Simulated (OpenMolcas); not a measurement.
Computed transition rates of neutral bismuth

| Item | Value |
| --- | --- |
| Program | OpenMolcas 26.06 |
| Method | SS-CASPT2, IPEA 0.25 Eh, imaginary shift 0.1 Eh (closed shells correlated: 5d) |
| Basis | ANO-RCC [11s10p9d6f4g] |
| Scalar Hamiltonian | DKH2, point nucleus |
| Active space | 5 electrons in 8 orbitals (6s 6p 7s 7p) |
| State averaging | 2S+1 = 4 odd, 1 root; 2S+1 = 2 odd, 8 roots |
| Spin-orbit coupling | RASSI with atomic mean-field integrals over the reference wave functions, term energies averaged over their components |

Rates come from the transition moments of the reference wave functions (E1 and E2 in the length form). At fixed line strength A goes as λ^-3 for E1 and M1 and as λ^-5 for E2, so a rate at the computed wavelength can be rescaled to the measured one. Measured vacuum wavelengths follow from level energies in NIST Handbook of Basic Atomic Spectroscopic Data. Branching counts decays inside the model space alone, at computed energies, and the table is only a selection of the E2 and M1 lines, drawn from those between levels with measured partners whose computed energy lies within a factor of 1.5 of the measured one.

```csv
Upper,Lower,Type,λ computed (nm),λ measured (nm),A computed (s-1),A rescaled (s-1),Branching %
6s² 6p³ ²D°_5/2,6s² 6p³ ²D°_3/2 [66 %],M1,2488,2489,4.65e-01,4.64e-01,10.8
6s² 6p³ ²D°_3/2 [66 %],6s² 6p³ ⁴S°_3/2 [69 %],M1,990,875.7,1.70e+01,,99.3
6s² 6p³ ²D°_3/2 [66 %],6s² 6p³ ⁴S°_3/2 [69 %],E2,990,875.7,1.19e-01,,0.7
6s² 6p³ ²P°_1/2,6s² 6p³ ²D°_3/2 [66 %],M1,902.2,976.4,2.63e+00,,5.9
6s² 6p³ ²P°_1/2,6s² 6p³ ²D°_3/2 [66 %],E2,902.2,976.4,1.13e+00,7.61e-01,2.5
6s² 6p³ ²D°_5/2,6s² 6p³ ⁴S°_3/2 [69 %],M1,708.2,647.8,2.94e+00,,68.2
6s² 6p³ ²D°_5/2,6s² 6p³ ⁴S°_3/2 [69 %],E2,708.2,647.8,9.09e-01,,21.1
6s² 6p³ ²P°_1/2,6s² 6p³ ⁴S°_3/2 [69 %],M1,472,461.7,3.61e+01,,81.3
6s² 6p³ ²P°_1/2,6s² 6p³ ⁴S°_3/2 [69 %],E2,472,461.7,4.45e+00,,10.0
```

Spin-changing lines and M1 lines between different terms are not rescaled, since their strength hangs on the term gaps too.

The largest correction is for 6s² 6p³ ²P°_1/2 → 6s² 6p³ ²D°_3/2 [66 %] (E2): 1.13e+00 × (902.2 / 976.4)^5 = 7.61e-01 s-1, a factor of 0.67.

No measured rate stands beside these. Rescaling mends the energy factor alone: line strengths can still be far off where a level mixes with configurations outside the active space, and weak or spin-changing lines hang on small mixing coefficients that depend on the term gaps too, so rescaling need not improve them.

CASPT2 breaks the degeneracy within a term, and the mean is taken; among the terms shown or strongly mixed into the levels shown the widest spread is 150 cm-1 (6s² 6p³ ²D°). Active for correlation alone: 7p 7s; no level in the range computed is led by a configuration that fills them, so any true level of that kind is missing. Spin-orbit splittings of 6p shells tend to come out small when the coupling is added on scalar orbitals. Computed and measured levels are paired by configuration, term and J; levels that our copy of the source lacks, or whose pairing is in doubt (as where it misses far off the trend of its configuration), stay unpaired. Only configurations of the active space appear.

A share in square brackets marks a mixed level and gives the weight of the term that names it. ° marks odd parity.
